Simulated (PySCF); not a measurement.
**From computed data to an observable: oscillator strength and radiative lifetime**

C₂H₇FOSi₂, SMILES C=C[Si@@H](F)O[SiH3].

Coordinates come from a PBE-D3(BJ)/def2-SVP optimisation. The structure was generated by enumeration; whether it is a known compound was not checked. The values are those of a single conformer.

TDA-M06-2X/def2-SVPD (PySCF) puts the first singlet state with f over 0.02 at 7.57 eV (vertical), with the transition dipole (1.182, -0.618, -0.112) in atomic units.

Problem. Find the oscillator strength, the wavelength and the radiative lifetime that this transition would have in vacuum if emission retraced absorption.

Solution. 
|μ|² = 1.7916 au, so |μ| = 3.40 D. ΔE = 7.57/27.211 = 0.2782 hartree. f = (2/3) ΔE |μ|² = 0.332 (the program prints 0.332).
λ = 1239.84/7.57 = 164 nm; ν = 61056 cm⁻¹.
Einstein's coefficient A = 0.6670 ν² f s⁻¹ (ν in cm⁻¹) = 8.3e8 s⁻¹, so τ = 1/A = 1.2 ns. This state is S2; the lower singlet has f = 0.006. The figure is the radiative limit of this one transition; relaxation, internal conversion, crossing to triplets and a medium change what is measured.
